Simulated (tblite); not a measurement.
Distances in Å between the heavy atoms of a computed structure (GFN2-xTB; lower triangle, same order across):
```
C1    0.00
S2    1.71  0.00
O3    2.61  1.44  0.00
O4    2.61  1.43  2.47  0.00
C5    2.81  1.89  2.65  2.66  0.00
S6    4.35  2.93  3.24  3.16  1.78  0.00
C7    4.89  3.48  2.99  4.13  2.74  1.82  0.00
F8    5.26  4.18  3.72  5.08  3.08  2.63  1.36  0.00
```

Hydrogens: 2 on C1, 2 on C5, 2 on C7.

Doublet state.

Task: Read off the bonds between heavy atoms and their formal orders.

Result: C1–S2 (single); S2–O3 (double); S2–O4 (double); S2–C5 (single); C5–S6 (single); S6–C7 (single); C7–F8 (single). The orders are those of one drawing; other resonance forms can be drawn.

Task: Which species is it?

Result: `[CH2]S(=O)(=O)CSCF`, C3H6FO2S2.

Task: Describe the place of each heavy atom.

Result: C1: carbon bonded to S and 2 H; S2: sulfur bonded to 2 C and 2 O; O3/O4: oxygen bonded to S; C5: carbon bonded to 2 S and 2 H; S6: sulfur bonded to 2 C; C7: carbon bonded to F, S and 2 H; F8: fluorine bonded to C.

Shape of the structure used: `[CH2:1][S:2](=[O:3])(=[O:4])[CH2:5][S:6][CH2:7][F:8]`: C1–S2–C5–S6 -176°, S2–C5–S6–C7 -80°, C5–S6–C7–F8 -66°.
